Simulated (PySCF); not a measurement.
# Bond length, frequency and bond energy of BeIn by level of theory

State: ²Π (doublet), unpaired electrons π ↑. Set-up: basis Be x2c-SVPall, In x2c-SVPall; spin-free X2C with a Gaussian nucleus; PySCF 2.14. De refers to Be + In in their high-spin ground configurations, without counterpoise correction. The functionals are run spin-unrestricted. A positive dipole means Be(−)In(+). Levels whose curve was spin-contaminated or gave no clean fit are not listed.

| Level | Re (Å) | ωe (cm⁻¹) | De (eV) | μ (D) |
| --- | --- | --- | --- | --- |
| PBE | 2.565 | 329 | 0.84 | 0.45 |
| BLYP | 2.597 | 305 | 0.65 | 0.43 |
| B3LYP | 2.589 | 307 | 0.57 | 0.26 |
| PBE0 | 2.568 | 324 | 0.68 | 0.24 |
| M06 | 2.585 | 320 | 0.68 | 0.11 |
| HSE06 | 2.567 | 327 | 0.72 | 0.20 |

(1) What does a quarter of exact exchange do here, going from PBE to PBE0?

(2) What does the three-parameter hybrid form, with a fifth of exact exchange, do here, going from BLYP to B3LYP?

These are scalar-relativistic numbers at best; spin–orbit coupling would shift them, the dissociation energy most. The state was picked by a PBE0 search and need not be the measured ground state.

Results:

(1) PBE0 less PBE: +0.3 pm in Re, -1.5 % in ωe, -0.16 eV in De. Exact exchange removes part of the self-interaction that spreads semilocal densities, and in most molecules shortens and stiffens the bond and lowers De; here Re and ωe go the other way.

(2) B3LYP less BLYP: -0.8 pm in Re, +0.7 % in ωe, -0.08 eV in De. Exact exchange removes part of the self-interaction that spreads semilocal densities, and in most molecules shortens and stiffens the bond and lowers De; so it does here.
